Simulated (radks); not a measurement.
Values are calculated unless marked as measured or tabulated.
Valence configurations of neutral caesium (all share [Xe]). Level of theory: scalar-relativistic Kohn-Sham, PBE, spin-polarised, spherical densities, finite nucleus; open shells are filled with parallel spins first (spin-orbit coupling, left out, can overturn this in heavy ions); Fermi nuclear charge, rms radius 4.8041 fm (a radial shooting solver on a logarithmic mesh with Libxc functionals). Energies are relative to 6s1; eigenvalues in eV for spin up.

valence      E (eV)  moment (Bohr magnetons)   e(4f)   e(5d)   e(6p)   e(6s)
6s1           0.000                        1       -       -       -  -2.267
5d0.5 6s0.5   0.863                        1       -  -0.566       -  -2.273
6p1           1.386                        1       -       -  -1.434       -
5d1           1.706                        1       -  -0.636       -       -
4f1           3.015                        1  -0.479       -       -       -

NIST lists [Xe] 6s1 as the ground configuration; this level of theory agrees among the configurations tried. The energies are those of spherical high-spin densities, not of single terms.
